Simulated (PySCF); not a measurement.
r2SCAN on I (iodine, neutral), [Kr] 4d10 5s2 5p4 5d1, one real determinant (an excited configuration). Computed with PySCF 2.14 in aug-cc-pVDZ-PP with ECP28MDF (5s4p3d, 32 functions), with scalar relativity through the core potential.

```
cycle= 1 E= -295.453935563246  delta_E= -0.00523  |g|= 0.00923  |ddm|= 0.329
cycle= 2 E= -295.454002415144  delta_E= -6.69e-05  |g|= 0.00476  |ddm|= 0.0587
cycle= 3 E= -295.454015611648  delta_E= -1.32e-05  |g|= 0.000992  |ddm|= 0.021
cycle= 4 E= -295.454015930152  delta_E= -3.19e-07  |g|= 4.86e-05  |ddm|= 0.00191
cycle= 5 E= -295.454015932886  delta_E= -2.73e-09  |g|= 4.53e-06  |ddm|= 0.000279
cycle= 6 E= -295.454015932931  delta_E= -4.51e-11  |g|= 5.14e-07  |ddm|= 3.97e-05
converged SCF energy = -295.454015932931  <S^2> = 3.7541831  2S+1 = 4.002091
```

Highest occupied orbital energy: 1.446 eV; ⟨L²⟩ = 8.01; populations by l: s 4.00, p 10.00, d 11.00.

Q: Can this result be used?

A: Not for this state. Self-consistency was reached. ⟨L²⟩ = 8.01 against 12 for a pure F term, so this real determinant mixes terms. Energies and moments cover only the electrons outside the core potential. The outer electron is Rydberg-like, and this basis confines it to a smaller radius and binds it less than a complete one would. At r2SCAN the highest occupied level has a positive energy, so only the finite basis holds that electron; for this excited configuration the basis is too tight for the outer shell.
